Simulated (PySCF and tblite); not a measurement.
Values are calculated unless marked as measured or tabulated.
C5H7N3O, numbered as in [H]/[N:8]=[CH:7]\[c:6]1[o:5][n:4][c:3]([CH2:2][CH3:1])[n:9]1.

The ensemble was built from 90 distance-geometry starts (ETKDG and KDG, MMFF94s, GFN2-xTB) and rests on GFN2-xTB geometries. Weights use B3LYP-D3(BJ)/def2-SVP (IEF-PCM, methanol) energies plus GFN2-xTB zero-point and thermal terms (modes under about 100 cm⁻¹ blended into free rotors). Symmetry numbers and mirror images are counted. Conformers within 3 kcal/mol (GFN2-xTB free energy) were kept, 5 at most. Couplings: B3LYP/6-31G* with pcJ-1 on H (gas phase; spin-dipole term only for pairs with B, N, F, Si or P). Couplings are for ¹H. H–H couplings come out 0.1 to 0.9 Hz lower than with pcJ-1 on all atoms. Programs: PySCF with density fitting and tblite.

Torsions listed: C1–C2–C3–N4, O5–C6–C7–N8. Of a mirror pair one member is shown.

```csv
conformer,shape,weight %
1,"113°, 180°",60.2
2,"-114°, 0°",39.8
```

Give the couplings in each conformer and the averages at 298.15 K (pairs that fast motion interchanges averaged).


```csv
coupling,pairs,1,2,average (Hz)
"²J(H1,H1)",3,-13.8,-13.8,-13.8
"³J(H1,H2)",6,7.8,7.8,7.8
"²J(H2,H2)",1,-13.3,-13.4,-13.3
"³J(H7,H8)",1,27.2,27.4,27.3
```


Conformer gaps in def2-SVP on xTB geometries can be 2 kcal/mol too large for S=O, P=O and other polar bonds.